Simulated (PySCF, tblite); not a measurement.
Isomers of C2H10Cl2OSi3. Calculated harmonic vibrations of the isolated species, GFN2-xTB (tblite), most abundant isotopes, no scaling. Against measured fundamentals such values can be off by several per cent, at times by over 20. Modes of hydrogen on silicon can be 10 to 20 % off. One conformer each.

Electronic energies: PBE0/pcSseg-1 single points on the GFN2-xTB geometries (PySCF, gas phase).

```tsv
SMILES	electronic energy, lowest = 0 (kcal/mol)
CO[Si@@H]([SiH2]Cl)[SiH2]CCl	6.5
CO[Si@H](CCl)[SiH2][SiH2]Cl	0.0
[SiH3]O[Si@H](CCl)[SiH2]CCl	2.9
```

**Question.** How do GFN2-xTB zero-point energies change the relative energies?

**Answer.** 
| SMILES | ZPE (kcal/mol) | of it from modes above 1550 cm⁻¹ | electronic (kcal/mol) | with ZPE, lowest = 0 (kcal/mol) | lowest mode (cm⁻¹) | rings |
| --- | --- | --- | --- | --- | --- | --- |
| CO[Si@H](CCl)[SiH2][SiH2]Cl | 70.2 | 36.9 | 0.0 | 0.0 | 10 | 0 |
| [SiH3]O[Si@H](CCl)[SiH2]CCl | 68.2 | 36.3 | 2.9 | 0.9 | 16 | 0 |
| CO[Si@@H]([SiH2]Cl)[SiH2]CCl | 70.0 | 36.7 | 6.5 | 6.2 | 21 | 0 |

The zero-point energies span 2.0 kcal/mol, from `[SiH3]O[Si@H](CCl)[SiH2]CCl` to `CO[Si@H](CCl)[SiH2][SiH2]Cl`. The order is unchanged.

**Question.** And how do the electronic energies of GFN2-xTB itself compare?

**Answer.** `CO[Si@H](CCl)[SiH2][SiH2]Cl` 14.9; `[SiH3]O[Si@H](CCl)[SiH2]CCl` 0.0; `CO[Si@@H]([SiH2]Cl)[SiH2]CCl` 12.8 kcal/mol, lowest = 0. Against the energies above, taken from the same isomer `CO[Si@H](CCl)[SiH2][SiH2]Cl`, the largest difference is 17.8 kcal/mol.
